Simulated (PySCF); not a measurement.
## Electron correlation in Be (beryllium, neutral)

[He] 2p2, high-spin 3P determinant (an excited configuration). Computed with PySCF 2.14 in aug-cc-pCVTZ-DK with one added diffuse shell each of s, p, d, f type (8s7p5d3f, 75 functions), with the spin-free X2C one-electron Hamiltonian (Gaussian nucleus). Frozen: 1s2; 2 electrons correlated.

With two correlated electrons CCSD is exact within the correlated space (frozen core and kept virtual orbitals).

```csv
level,correlation energy (mhartree)
CCSD,-9.16
```

Diagnostics: T1 = 0.0028, D1 = 0.0039, largest double amplitude 0.060.

**Question.** Is a single reference adequate?

**Answer.** Yes: T1 lies below 0.03 and no double amplitude reaches 0.07.
